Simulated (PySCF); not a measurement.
FeF₃, quartet: data card

All numbers come from UPBE0 in PySCF with Fe def2-SVP, F def2-SVP; no relativity; density-fitted integrals.

The structure is a minimum.

```
Point group                                                                   : C2v
Bond lengths                                                                  : Fe–F 1.703 Å (×2), Fe–F 1.717 Å
Bond angles                                                                   : F–Fe–F 103.7° (×2), F–Fe–F 152.7°
Zero-point energy                                                             : 16.7 kJ/mol
Lowest empty level (α)                                                        : -5.21 eV
Principal polarisabilities                                                    : 10.8, 23.5, 29.5 bohr³
Entropy at 298.15 K and 1 bar (electronic part: spin only)                    : 309.4 J/(mol K)
Principal quadrupole moments (Buckingham, traceless) about the centre of mass : -7.97, -0.03, 8.00 D Å
Atomisation energy without zero-point energy                                  : 1215 kJ/mol
Spin squared ⟨S²⟩                                                             : 3.791
Rotational symmetry number                                                    : 2
Dipole moment                                                                 : 1.77 D
Rotational constants                                                          : 0.2832, 0.1621, 0.1031 cm⁻¹
Enthalpy at 298.15 K above 0 K                                                : 15.10 kJ/mol
Heat capacity Cp at 298.15 K                                                  : 66.2 J/(mol K)
Highest occupied level (β)                                                    : -9.05 eV
```

Harmonic modes (masses in u: Fe 55.935, F 18.998):
```tsv
symmetry	ω (cm⁻¹)	IR (km/mol)	μ (u)	type
b2	188	4.1	20.25	bend
b1	209	51.8	27.88	bend
a1	219	21.0	22.23	bend
a1	665	3.5	19.00	stretch
a1	706	74.7	23.39	stretch
b2	798	223	25.89	stretch
```

In C2v the vibrations span 2b2 + b1 + 3a1. Here b1 is antisymmetric to the molecular plane and b2 lies in it.

Charges (e):
```csv
atom,Mulliken,Löwdin,polar tensor,spin (Mulliken),Mayer order to Fe1
Fe1,1.22,0.79,1.77,2.87,–
F2,-0.38,-0.24,-0.49,-0.06,0.94
"F3,4",-0.42,-0.27,-0.64,0.10,0.91
```

Mulliken populations on Fe1: s 6.27, p 12.41, d 6.10, f 0.00.

Formally Fe is in oxidation state +3, d5, with 3 unpaired electrons (the high-spin count would be 5). The Mulliken spin on Fe is 2.87. The polar-tensor charge on Fe, 1.77, is far below the formal one.

Only a few start shapes were tried, so a lower isomer may exist. With open d or f shells other occupations or spin states may lie lower. At this level a sextet minimum of D3h symmetry lies 94 kJ/mol below this structure.

The final relaxation and frequency run took about 120 core-seconds on a shared host.
